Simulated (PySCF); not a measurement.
## How methods differ on the ionisation energy of Dy⁶⁴⁺

Dy⁶⁴⁺ 1s2 (1S) → Dy⁶⁵⁺ 1s1 (2S), as a difference of total energies. Computed with PySCF 2.14 in an even-tempered Gaussian basis (17 s from 170 bohr⁻², ratio 2.2; 7 p from 260 bohr⁻², ratio 2.4; 4 d from 780 bohr⁻², ratio 2.4; 3 f from 1200 bohr⁻², ratio 2.4; 3 g from 1700 bohr⁻², ratio 2.4), with scalar relativity by spin-free X2C-1e. Correlated levels: nothing frozen; virtual orbitals above 40 to 60 times the deepest correlated orbital energy dropped. The calculations carry no spin-orbit coupling.

```
                 method  ionisation energy (eV)  difference from reference (eV)
                    UHF                 61872.3                          +135.7
                    LDA                 61793.8                           +57.2
                    PBE                 61872.9                          +136.3
                   PBE0                 61873.0                          +136.4
                 r2SCAN                 61879.6                          +143.0
                 PBEsol                 61843.2                          +106.6
                   BP86                 61885.5                          +148.9
    MP2 (all electrons)                 61874.1                          +137.5
SCS-MP2 (all electrons)                 61874.5                          +137.9
```

Reference: 61736.62 ± 0.1 eV (theoretical estimate listed by NIST; NIST Atomic Spectra Database, ionization energies).

For this ion Breit and QED terms and the two-electron picture change, all absent here, outweigh the differences among the correlated methods.
